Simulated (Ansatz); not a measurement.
HI, charge +1, doublet, geometry from GFN2-xTB (a state made from the parent by changing its charge; the spin is typed, not shown lowest) (core potentials on I).

The Ansatz (a program for electronic structure) input:
Ansatz 0.2 input:
```yaml
crystal:
  periodic: [false, false, false]
  atoms:
    - {symbol: I, position_ang: [-0.00000000, -0.00000000, -0.03003641]}
    - {symbol: H, position_ang: [0.00000000, 0.00000000, 1.59192986]}
basis:
  gaussian:
    orbitals: def2-SVPD
hamiltonian:
  xc: revpbe
total_charge: 1
magnetization: {spin_polarized: true, initial_magnetization: 1}
```

### Question
What number of basis functions does REVPBE/def2-SVPD run with Ansatz give?

### Answer
43

### Question
What is the computed <S^2> (REVPBE/def2-SVPD)?

### Answer
0.752
